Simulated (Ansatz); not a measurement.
A run on CH5ClSn (`Cl[CH2][SnH3]`) with other settings.

```yaml
crystal:
  periodic: [false, false, false]
  atoms:
    - {symbol: Cl, position_ang: [-2.283564, 0.187866, -0.466503]}
    - {symbol: C, position_ang: [-0.560930, 0.287240, -0.910511]}
    - {symbol: Sn, position_ang: [0.687041, -0.261906, 0.761952]}
    - {symbol: H, position_ang: [-0.360246, 1.309189, -1.227461]}
    - {symbol: H, position_ang: [-0.398458, -0.381489, -1.754026]}
    - {symbol: H, position_ang: [0.369080, 0.812110, 2.044736]}
    - {symbol: H, position_ang: [2.325894, -0.147825, 0.287639]}
    - {symbol: H, position_ang: [0.313283, -1.862284, 1.208376]}
basis:
  gaussian: {orbitals: def2-mTZVP}
hamiltonian: {xc: {name: rPW86-PBE}, dispersion: rvv10}
```

```sh
$ ansatz run in.yaml --threads 2 --pin off --events-out ev --progress --plain --max-ram 4352MiB
```

Shortened log:

```
Functional definition: rPW86-PBE+rVV10
1010 factors; their error is unknown
mean field evaluation 1: about -19478.3488 eV, gradient 5.8e1 eV
mean field evaluation 2: about -19461.2231 eV, gradient 8.9e1 eV
mean field evaluation 4: about -19486.1349 eV, gradient 4.4e0 eV
mean field evaluation 8: about -19486.1915 eV, gradient 2.6e-1 eV
mean field evaluation 16: about -19486.1570 eV, gradient 8.7e-4 eV
mean field -19486.15700106 eV, -716.1030615972 hartree, gradient 3.9e-5 eV, S^2 0.000000; 0 other end points of the search recorded, 0 dependent functions left out
reference -19486.15712762 eV, -716.1030662483 hartree; 25, 25 occupied and 67, 67 virtual orbitals, 1010 factors
Total energy: -19486.15712762 eV, -716.1030662483 hartree
```

It took 4.6 s on 2 threads of an Arm Neoverse V2 on a shared host, with 0.37 GiB of host memory at the peak.
